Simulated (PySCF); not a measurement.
C4H9NSi, SMILES [SiH3]N1CC=CC1.

The structure is a stationary point at r2SCAN-D4/def2-SVP. This is a generated structure with no PubChem entry under its InChIKey; it may be hypothetical. One conformer was computed; it need not be the lowest.

Two levels are set side by side: TDDFT-PBE/def2-SVPD (PySCF) and TDDFT-LC-ωPBE/def2-SVPD (PySCF). Vertical, same geometry. The lowest singlet is HOMO→LUMO 98 % with PBE and HOMO→LUMO+1 97 % with the other functional; states are paired by order. Differences are taken from unrounded values.

```tsv
quantity	TDDFT-PBE
lowest singlet excitation (eV)	4.21
lowest triplet excitation (TDA) (eV)	3.92
```

### Question
These are the TDDFT-PBE values. What does TDDFT-LC-ωPBE give? (The exact figures need the calculation; the answer reports its results.)

### Answer

| quantity | TDDFT-LC-ωPBE | TDDFT-PBE minus TDDFT-LC-ωPBE |
|---|---|---|
| lowest singlet excitation (eV) | 6.16 | -1.95 |
| lowest triplet excitation (TDA) (eV) | 4.09 | -0.17 |

Functionals without exact exchange tend to place singlet excitations lower, as here. Differences between two approximate levels are no errors against the true value.

Rough cost on one machine, each run with all the roots and properties that it gave: TDDFT-LC-ωPBE against TDDFT-PBE about 8 times.
